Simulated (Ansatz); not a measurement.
CH$_{7}$BClNSi (`C[SiH2]B(N)Cl`). Total charge 0; spin multiplicity 1. All single points use the PBE0-D4/def2-TZVP geometry. It is one conformer, not always the lowest.

```xyz
12

C    -1.706    0.049    1.087
Si   -0.744    0.117   -0.521
B     1.179   -0.439   -0.262
N     2.262    0.285   -0.732
Cl    1.517   -1.950    0.623
H    -1.295    0.750    1.817
H    -2.757    0.298    0.929
H    -1.650   -0.954    1.515
H    -0.800    1.496   -1.097
H    -1.377   -0.793   -1.521
H     3.219   -0.008   -0.605
H     2.153    1.149   -1.234
```

What is the dipole moment at B3LYP/def2-TZVPP? (Best estimate.)

Ansatz gave: 2.20 D, with components (1.25, 1.75, -0.49) D in this frame, pointing from negative to positive charge.

And with PBE, r2SCAN, ωB97M-V? (Estimate.)

Computed: PBE 2.18 D, r2SCAN 2.21 D, ωB97M-V 2.22 D.

Give the Mulliken charges with B3LYP, PBE, ωB97M-V in def2-TZVPP. (Best estimate.)

Computed: 
| atom | B3LYP | PBE | ωB97M-V |
| --- | --- | --- | --- |
| C1 | -0.39 | -0.37 | -0.45 |
| Si2 | 0.17 | 0.10 | 0.12 |
| B3 | 0.18 | 0.14 | 0.11 |
| N4 | -0.21 | -0.20 | -0.17 |
| Cl5 | -0.21 | -0.18 | -0.17 |
| H6 | 0.10 | 0.10 | 0.12 |
| H7 | 0.10 | 0.11 | 0.12 |
| H8 | 0.11 | 0.11 | 0.12 |
| H9 | -0.11 | -0.09 | -0.06 |
| H10 | -0.08 | -0.07 | -0.04 |
| H11 | 0.16 | 0.17 | 0.14 |
| H12 | 0.17 | 0.18 | 0.15 |

B3LYP here is the variant with VWN-RPA as its local correlation; programs differ in this.
